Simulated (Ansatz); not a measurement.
Two isomers of C2H4InNO: A = `OC1=[CH][InH][NH]1`, B = `[CH]1=NC[O][InH]1`.

Isolated molecules relaxed with PBE0-D4/def2-TZVP in Ansatz; ΔE leaves out vibrations. CCSD(T)/CBS adds triple-zeta CCSD(T) − MP2 to the extrapolated MP2 energy (def2 sets, frozen cores). Functionals use def2-TZVPP. B3LYP here is the variant with VWN-RPA as its local correlation; programs differ in this. Elements past krypton have def2 core potentials. For In outer-core shells are correlated without core-valence functions, which leaves a few kJ/mol of doubt a bond. Each species was taken in one conformer, which may not be the lowest.

(1) Which isomer does CCSD(T)/CBS put lower? Give the gap. (An estimate is asked.)

(2) Give E(B) − E(A) in kcal/mol with CCSD(T)/def2-TZVPP, B3LYP, PBE-D4, HF/def2-TZVPP, B3LYP-D4, r2SCAN-D4, ωB97M-V. (Best estimate.)

Largest T1 diagnostic: 0.019.

Results:

(1) Ansatz gave: B, by 10.8 kcal/mol.

(2) The calculation gave: CCSD(T)/def2-TZVPP -11.8, B3LYP -12.6, PBE-D4 -11.4, HF/def2-TZVPP -11.3, B3LYP-D4 -12.9, r2SCAN-D4 -10.9, ωB97M-V -10.1. None reverses the order clearly.

From PBE to PBE0 (25 % exact exchange), in def2-TZVPP and without D4, E(B) − E(A) moves by +2.0 kcal/mol.
